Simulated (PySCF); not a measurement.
Gas-phase reaction: 2 GaNH₂ ⇌ 2 GaH + N₂H₂

Computed with PySCF (xtb for GFN2) and rigid-rotor harmonic-oscillator thermochemistry at 1 bar. † marks an energy on the PBE0/def2-TZVP geometry and frequencies; other levels use their own. CCSD(T) freezes the core. 6-31G* has spherical d functions here. All species are closed-shell singlets. B3LYP is the form with VWN-RPA correlation. Ga: all electrons, no relativistic terms. GaNH₂, GaH: computed as isolated molecules; such fragments, hydroxides, amides, oligomers or adducts are transient or little studied in the gas. CCSD(T) isn't extrapolated to the basis-set limit.

```csv
level,"ΔH°(298 K), kJ"
B3LYP/6-31G*,(withheld)
B3LYP/def2-TZVP†,(withheld)
CCSD(T)/def2-SVP†,(withheld)
CCSD(T)/def2-TZVPP†,(withheld)
GFN2-xTB,428
PBE/def2-TZVP†,427
r2SCAN/def2-TZVP†,454
ωB97M-V/def2-TZVP†,429
```

Problem. Complete the blanks.

Solution. 
- B3LYP/6-31G*, ΔH°(298 K), kJ: 388
- B3LYP/def2-TZVP†, ΔH°(298 K), kJ: 418
- CCSD(T)/def2-SVP†, ΔH°(298 K), kJ: 394
- CCSD(T)/def2-TZVPP†, ΔH°(298 K), kJ: 431
